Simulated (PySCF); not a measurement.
**Two-component Hartree-Fock for Ca(13+) (calcium, charge +13)**

Start: [He] 2s2 2p3; 2p1/2 filled at m_j = -1/2, +1/2; 2p3/2 filled at m_j = +3/2. Calculated with PySCF 2.14 in an uncontracted even-tempered set (18 s from 2.3 bohr⁻², ratio 2.4; 11 p from 3 bohr⁻², ratio 2.4; 5 d from 13 bohr⁻², ratio 2.6; 5 f from 19 bohr⁻², ratio 2.6): generalised Hartree-Fock with the X2C-1e Hamiltonian and a Gaussian nucleus; one run each with spin-orbit coupling (SO) switched off, then screened by Boettger's factors.

| spinor shell | electrons | ε, spin-free (eV) | ε, screened SO (eV) | weight of nominal j (screened SO) | rms radius, screened SO (bohr) |
| --- | --- | --- | --- | --- | --- |
| 1s1/2 | 2 | -4606.2 | -4606.1 | 1.000 | 0.0883 |
| 2s1/2 | 2 | -871.83 | -871.81 | 1.000 | 0.368 |
| 2p1/2 | 2 | -822.07 | -822.89 | 0.580 | 0.325 |
| 2p3/2 | 1 | -822.07 | -820.41 | 1.000 | 0.326 |

| quantity | spin-free | screened SO |
| --- | --- | --- |
| E (hartree) | -570.66494 | -570.67953 |
| M_J | 3/2 | 3/2 |
| ⟨J²⟩ | 3.750 | 3.751 |
| ⟨L²⟩ | 0.000 | 0.030 |
| ⟨S²⟩ | 3.750 | 3.707 |

Each row is a mean over spinors that exchange with the open shell spreads, by up to 44.367 eV (2s1/2).

Rows whose weight is well below 1 are mixtures of j = l ± 1/2: exchange outweighs spin-orbit coupling there, and the label is only the starting occupation.

Without spin-orbit coupling the j labels of p, d and f shells carry no meaning; the spin-free column gives the mean over the occupied spinors of each nl shell.
